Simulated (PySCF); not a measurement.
Ga(F)(Br)(OH) (BrFGaHO), SMILES [Br][Ga]([F])[OH]. Geometry optimised at PBE0-D3(BJ)/def2-SVP. The structure was generated by enumeration; whether it is a known compound was not checked. The values are those of a single conformer.

Level of theory: PBE0-D3(BJ)/def2-SVP (PySCF 2.14.0).

Harmonic wavenumbers (cm⁻¹): 130, 171, 177, 324, 350, 703, 754, 835, 3895. Rotational constants (GHz): 6.235, 1.577, 1.259; symmetry number 1.

**Question.** Work out the zero-point energy and the ideal-gas rigid-rotor harmonic-oscillator thermochemistry at 298.15 K and 1 atm.

**Answer.** ZPE = ½ Σ hcν = ½ × 7338 cm⁻¹ = 10.49 kcal/mol. H − E(el) = 14.69 kcal/mol. Entropy in cal/(mol K): translation 41.56, rotation 27.65, vibration 10.92, total 80.14. G − E(el) = -9.21 kcal/mol. Cp = 18.97 cal/(mol K). Modes under 150 cm⁻¹ make the vibrational entropy uncertain.
